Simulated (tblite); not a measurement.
CH₅S (SMILES C[SH2+]), charge +1, singlet, at a GFN2-xTB geometry; GFN1-xTB (tblite 0.6.0).

Here is a job for tblite.
```
$ tblite run mol.xyz --method gfn1 --charge 1 --spin 0 --grad --json tblite.json --no-restart

# file mol.xyz
7

C     -0.03747748     1.18530286    -0.11525700
S     -0.02095352    -0.61772925     0.15157957
H      1.25160297    -0.85395482    -0.24996242
H     -1.06827047     1.52354437    -0.03438541
H      0.54627907     1.64404919     0.67989192
H      0.37245221     1.44603148    -1.08584758
H     -0.54194256    -0.98781933    -1.04342765
```

What the program printed (banner, timings and long lists left out):

```
xTB calculator
 | screened Coulomb repulsion
 | Coulomb electrostatics
 |  * isotropic Klopman-Ohno-Mataga-Nishimoto electrostatics
 |  * onsite third-order electrostatics
 | DFT-D3(BJ) dispersion correction

halogen bonding energy    0.0000000000000E+00 Eh
repulsion energy          7.4451707910961E-02 Eh
dispersion energy        -1.4739895923692E-03 Eh
number of electrons       1.4000000000000E+01 e
integral cutoff           1.9731147476801E+01 bohr

------------------------------------------------------------
  cycle        total energy    energy error   density error
------------------------------------------------------------
      1     -8.001458427066  -8.0744361E+00   3.8144518E-01
      2     -8.011725542701  -1.0267116E-02   2.0756285E-01
      3     -8.012030679128  -3.0513643E-04   4.3798018E-02
      4     -8.012631941544  -6.0126242E-04   8.8670910E-03
      5     -8.012664452826  -3.2511282E-05   3.2361861E-03
      6     -8.012668943183  -4.4903570E-06   2.0610213E-04
      7     -8.012668980832  -3.7648928E-08   3.0345733E-05
      8     -8.012668981603  -7.7115381E-10   2.2814133E-06
------------------------------------------------------------

electronic energy        -8.0856466999218E+00 Eh
total energy             -8.0126689816032E+00 Eh

Post processing:
 | Mayer-Wiberg bond orders

[Info] Tight-binding results written to 'tblite.txt'
[Info] JSON dump of results written to 'tblite.json'
```
